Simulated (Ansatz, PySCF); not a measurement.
Gas-phase reaction in SMILES: [SiH3][SiH2]Cl → [SiH2][SiH2]Cl + H atom (the H-Si bond breaks)

Wanted: bond dissociation energy (electronic), in kcal/mol. Conventions: 6-31G* and kin with 6d, 5d where marked; valence correlation only; no dispersion term unless named; non-relativistic; UHF or UKS for open shells; spin-orbit terms left out; LANL2DZ with its own core potentials from Na on. CBS(X,Y): correlation extrapolated as X^-3; Hartree-Fock from the larger set. First-principles rows: single points at B3LYP-D3(BJ) geometries (Ansatz, a program for electronic structure).

Coupled cluster (Ansatz) is a level with limits of its own, used here on species with T1 under 0.025 (0.045 for open shells) and stable references: CCSD(T)/CBS(aug-cc-pV(T+d)Z,aug-cc-pV(Q+d)Z).

Value to compare with, CCSD(T)/CBS(aug-cc-pV(T+d)Z,aug-cc-pV(Q+d)Z) (Ansatz): 93.6 kcal/mol.

```tsv
level	program	bond dissociation energy (electronic) (kcal/mol)	difference
HF/LANL2DZ	Ansatz	69.6	-24.0
SVWN5/6-31G*	Ansatz	98.0	4.4
PBE/STO-3G	Ansatz	125.8	32.2
PBE/def2-SVP	Ansatz	87.9	-5.7
BP86/6-31G* (5d)	PySCF	91.6	-2.0
B3LYP/3-21G	Ansatz	89.7	-3.9
r2SCAN-D4/def2-TZVPD	Ansatz + dftd4	88.9	-4.7
```

Among the 6 habitual levels, PBE/STO-3G lies farthest from CCSD(T)/CBS(aug-cc-pV(T+d)Z,aug-cc-pV(Q+d)Z) (Ansatz) (32.2 kcal/mol) and BP86/6-31G* (5d) nearest (-2.0); 2 of 6 lie above it, and their mean absolute difference is 12.0 kcal/mol, the median 5.1. One case shows no general order.

The levels are drawn from those run, B3LYP/6-31G* more often than the rest, none by its result; left out are runs that failed, that the program found above a lower state of the same kind, or whose <S^2> lies over 0.5 above the pure value.
